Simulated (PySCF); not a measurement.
**O (oxygen, neutral): UHF calculation**

Configuration: [He] 2s2 2p4, high-spin 3P determinant. Computed with PySCF 2.14 in aug-cc-pVDZ-DK, with the spin-free X2C one-electron Hamiltonian (Gaussian nucleus).

```json
{
 "Total energy": "-74.848596 hartree",
 "One-electron energy": "-103.2468 hartree",
 "Hartree (Coulomb) energy": "36.6113 hartree",
 "Exchange energy": "-8.2131 hartree",
 "⟨S²⟩": "2.0084",
 "⟨L²⟩": "2.013",
 "Sum of ⟨r⟩": "7.642 bohr",
 "Sum of ⟨r²⟩": "11.31 bohr²",
 "Traceless quadrupole moment −½Σ⟨3z² − r²⟩ along its main axis": "-1.01 e·bohr²",
 "Langevin diamagnetic susceptibility": "-8.96 ×10⁻⁶ cm³/mol",
 "Time after the integrals": "0.07 s of wall time on 1 thread of Intel(R) Xeon(R) Platinum 8375C CPU @ 2.90GHz (shared host)"
}
```

```json
{"shell": "1s α", "electrons": "1", "mean orbital energy (hartree)": "-20.73567", "spread (hartree)": "0", "rms radius, mean of both spins (bohr)": "0.230"}
{"shell": "1s β", "electrons": "1", "mean orbital energy (hartree)": "-20.65507", "spread (hartree)": "0", "rms radius, mean of both spins (bohr)": "0.230"}
{"shell": "2s α", "electrons": "1", "mean orbital energy (hartree)": "-1.42426", "spread (hartree)": "0", "rms radius, mean of both spins (bohr)": "1.26"}
{"shell": "2s β", "electrons": "1", "mean orbital energy (hartree)": "-1.08384", "spread (hartree)": "0", "rms radius, mean of both spins (bohr)": "1.26"}
{"shell": "2p α", "electrons": "3", "mean orbital energy (hartree)": "-0.67731", "spread (hartree)": "0.09767", "rms radius, mean of both spins (bohr)": "1.42"}
{"shell": "2p β", "electrons": "1", "mean orbital energy (hartree)": "-0.51963", "spread (hartree)": "0", "rms radius, mean of both spins (bohr)": "1.42"}
```
